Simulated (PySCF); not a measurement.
PySCF input for SbHCl2, SMILES [SbH]([Cl])[Cl], B3LYP-D3(BJ)/def2-TZVP. Geometry: B3LYP-D3(BJ)/def2-TZVP. The def2 effective core potentials stand for the cores of Sb; spin–orbit coupling is left out.

```python
import numpy as np
from pyscf import gto, scf, dft, df
from pyscf.hessian import thermo

mol = gto.M(
    atom='''
    Sb   -0.03687944   -0.60390964   -0.00000000
    H     1.67576787   -0.79152750   -0.00000000
    Cl    0.00603186    0.92914468    1.80658272
    Cl    0.00603186    0.92914468   -1.80658271
    ''',
    basis='def2-TZVP',
    ecp={'Sb': 'def2-tzvp'},
    charge=0,
    spin=0,
    max_memory=1600,
    verbose=3,
)
mf = dft.RKS(mol, xc='b3lyp').density_fit(auxbasis='def2-universal-jkfit')
mf.disp = 'd3bj'
mf.grids.level = 3
mf.conv_tol = 1e-11
mf.max_cycle = 100
mf.kernel()

# [left out here: the lines that compute and print the analytic Hessian (its translational invariance restored by hand, since the grid's response is missing), thermochemistry and intensities]
```

Log of the run:

```
converged SCF energy = -1161.47557825368

WARN: DFTD3 does not support analytical Hessian, using finite difference


WARN: Mole.unit (angstrom) is changed to Bohr

Mode                                 0                   1                   2
Irrep
Freq [cm^-1]                      119.9817            344.2634            358.2111
Reduced mass [au]                  35.9638             43.1786             41.5817
Force const [Dyne/A]                0.3050              3.0151              3.1436
Char temp [K]                     172.6270            495.3185            515.3860
Normal mode                   x     y     z       x     y     z       x     y     z
       0  Sb                 0.00  0.04  0.00   -0.00 -0.00  0.05    0.00  0.04  0.00
       1   H                 0.00  0.05  0.00   -0.00 -0.00 -0.00    0.00 -0.00 -0.00
       2  Cl                -0.00 -0.06  0.09   -0.00 -0.07 -0.08   -0.00 -0.07 -0.08
       3  Cl                -0.00 -0.06 -0.09    0.00  0.07 -0.08   -0.00 -0.07  0.08
Mode                                 3                   4                   5
Irrep
Freq [cm^-1]                      619.9220            630.7638           1908.7322
Reduced mass [au]                   1.0450              1.0273              1.0168
Force const [Dyne/A]                0.2366              0.2408              2.1826
Char temp [K]                     891.9297            907.5286           2746.2406
Normal mode                   x     y     z       x     y     z       x     y     z
       0  Sb                -0.01 -0.01 -0.00    0.00  0.00 -0.01   -0.01  0.00 -0.00
       1   H                 0.07  0.98  0.00   -0.00 -0.00  0.99    0.99 -0.08  0.00
       2  Cl                 0.02 -0.00 -0.01    0.01 -0.00 -0.00    0.00  0.00  0.00
       3  Cl                 0.02 -0.00  0.01   -0.01  0.00 -0.00    0.00  0.00 -0.00
temperature 298.1500 [K]
pressure 101325.00 [Pa]
Rotational constants [GHz] 4.64299 2.15659 1.49829
Symmetry number 1
Zero-point energy (ZPE) 0.00907 [Eh]   23816.897 [J/mol]
                           tot       elec      trans        rot        vib
Entropy [J/mol/K]       315.440      0.000    174.424    114.904     26.113
Cv [J/mol/K]             54.449      0.000     12.472     12.472     29.505
Cp [J/mol/K]             62.763      0.000     20.786     12.472     29.505
Internal energy [J/mol]                      3718.434   3718.434  28309.219
Internal energy [Eh]   -1161.46196  -1161.47558
Enthalpy [J/mol]                             6197.391   3718.434  28309.219
Enthalpy [Eh]          -1161.46102
Gibbs free energy [J/mol]                  -45806.992 -30540.052  20523.607
Gibbs free energy [Eh] -1161.49684
mode   freq/cm-1   IR/(km/mol)
   1      119.98         1.810
   2      344.26        74.463
   3      358.21        30.275
   4      619.92        14.372
   5      630.76        14.366
   6     1908.73       164.111
max |gradient| / (hartree/bohr): 5.886525532624749e-05
APT charges: [ 1.2537 -0.2124 -0.5206 -0.5206]
```

The calculation finished and met its thresholds.

Cost: about 90 core-seconds (a rough figure).
